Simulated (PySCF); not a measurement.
Species: `C=C(C#N)[Si@H]1CC=C(C)O1`. The columns A, B, C and D hold Mulliken, IAO, Hirshfeld and ESP-fitted charges (e) of one PBE0/pcSseg-1 density (PySCF), in a shuffled order. Coordinates in Å (GFN2-xTB); the density's dipole moment is (-3.53, -0.97, 1.87) D.

| atom | x | y | z | A | B | C | D |
| --- | --- | --- | --- | --- | --- | --- | --- |
| C1 | 2.174 | 0.305 | 1.670 | -0.225 | -0.265 | -0.038 | -0.026 |
| C2 | 2.210 | 0.412 | 0.341 | -0.328 | -0.190 | -0.078 | -0.548 |
| C3 | 3.437 | 0.422 | -0.346 | +0.136 | +0.410 | +0.070 | +0.128 |
| N4 | 4.413 | 0.434 | -0.949 | -0.244 | -0.468 | -0.222 | -0.241 |
| Si5 | 0.675 | 0.579 | -0.756 | +1.149 | +0.515 | +0.443 | +1.104 |
| C6 | -0.070 | -1.051 | -1.417 | -0.560 | -0.295 | -0.166 | -0.506 |
| C7 | -1.427 | -1.006 | -0.773 | -0.243 | -0.310 | -0.096 | -0.191 |
| C8 | -1.652 | 0.018 | 0.037 | +0.203 | +0.391 | +0.073 | +0.056 |
| C9 | -2.882 | 0.337 | 0.815 | -0.432 | -0.754 | -0.118 | -0.155 |
| O10 | -0.620 | 0.920 | 0.202 | -0.617 | -0.364 | -0.213 | -0.609 |
| H11 | 1.234 | 0.307 | 2.196 | +0.170 | +0.180 | +0.061 | +0.138 |
| H12 | 3.069 | 0.222 | 2.267 | +0.170 | +0.178 | +0.066 | +0.138 |
| H13 | 0.836 | 1.643 | -1.745 | -0.130 | -0.065 | -0.068 | -0.078 |
| H14 | 0.465 | -1.955 | -1.121 | +0.160 | +0.117 | +0.042 | +0.162 |
| H15 | -0.159 | -1.083 | -2.502 | +0.161 | +0.118 | +0.044 | +0.160 |
| H16 | -2.156 | -1.773 | -0.964 | +0.156 | +0.153 | +0.046 | +0.081 |
| H17 | -2.650 | 0.377 | 1.878 | +0.158 | +0.219 | +0.049 | +0.130 |
| H18 | -3.262 | 1.315 | 0.521 | +0.161 | +0.223 | +0.051 | +0.135 |
| H19 | -3.644 | -0.415 | 0.639 | +0.156 | +0.209 | +0.053 | +0.122 |

Task: Which column most likely holds the ESP-fitted charges?

Result: B. Σ q r misses the density's dipole by 0.01 D (B), 1.26 D (C), 1.45 D (D), 1.77 D (A). Charges fitted to the outside potential are the only set here that is tied to the molecule's multipoles.

Task: And the Hirshfeld charges?

Result: C. The mean sizes are 0.105 e (C), 0.248 e (D), 0.285 e (B), 0.293 e (A), and Hirshfeld charges are commonly the smallest of these schemes.

As computed, A = IAO, B = ESP-fitted, C = Hirshfeld, D = Mulliken. Hydrogens on carbon: IAO +0.16 to +0.17, ESP-fitted +0.12 to +0.22, Hirshfeld +0.04 to +0.07, Mulliken +0.08 to +0.16 e.

The ESP scheme is a least-squares fit of atom-centred charges to the potential on four shells outside the van der Waals surface, with the total charge fixed. The IAO scheme projects the occupied orbitals on a minimal set of polarised atomic orbitals and counts the electrons in each atom's part of it.

Isolated species at its GFN2-xTB geometry (one conformer only).

These values come from a run that also computed NMR shieldings. Time: 58 s; peak memory 1.1 GiB. Hardware: Arm Neoverse V1, one thread, no GPU, shared host.

Conformer computed: `[CH2:1]=[C:2]([C:3]#[N:4])[Si@H:5]1[CH2:6][CH:7]=[C:8]([CH3:9])[O:10]1`: C1–C2–Si5–C6 -91°.
